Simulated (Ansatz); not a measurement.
One change: `C=C[SiH2]N[SiH3]` becomes `[SiH3]N[SiH2][GaH2]`.

Ansatz, PBE0-D4/def2-TZVP geometries, multiplicity 1. Each molecule was computed in one conformer, which needn't be the lowest.

Scalar relativity is left out up to krypton.

| property | `C=C[SiH2]N[SiH3]` |
| --- | --- |
| LUMO energy (B3LYP/def2-TZVPP) / eV | -0.84 |
| HOMO–LUMO gap (PBE/def2-TZVPP) / eV | 4.48 |
| size of the dipole moment (B3LYP/def2-TZVPP) / D | 1.35 |
| size of the dipole moment (PBE/def2-TZVPP) / D | 1.37 |
| LUMO energy (ωB97M-V/def2-TZVPP) / eV | 1.33 |
| zero-point energy (PBE0-D4/def2-TZVP) / kJ/mol | 265.8 |

Question: What does the change do to each property? (Estimate.)

Answer: Computed: 
```tsv
property	`[SiH3]N[SiH2][GaH2]`	shift
LUMO energy (B3LYP/def2-TZVPP) / eV	-1.75	-0.91
HOMO–LUMO gap (PBE/def2-TZVPP) / eV	3.86	-0.62
size of the dipole moment (B3LYP/def2-TZVPP) / D	2.05	0.70
size of the dipole moment (PBE/def2-TZVPP) / D	2.05	0.68
LUMO energy (ωB97M-V/def2-TZVPP) / eV	0.17	-1.16
zero-point energy (PBE0-D4/def2-TZVP) / kJ/mol	189.7	-76.1
```

With PBE0 the HOMO rises by 0.11 eV and the LUMO falls by 0.93 eV, so the gap narrows by about 1.04 eV. PBE moves the HOMO by -0.14 eV and ωB97M-V by 0.34 eV. The zero-point energy changes by -76.1 kJ/mol with -6 modes. Dipoles are sizes alone; their direction can turn.

Positive LUMOs are unbound, so they and the gaps depend on the basis.

B3LYP here is the variant with VWN-RPA as its local correlation; programs differ in this.
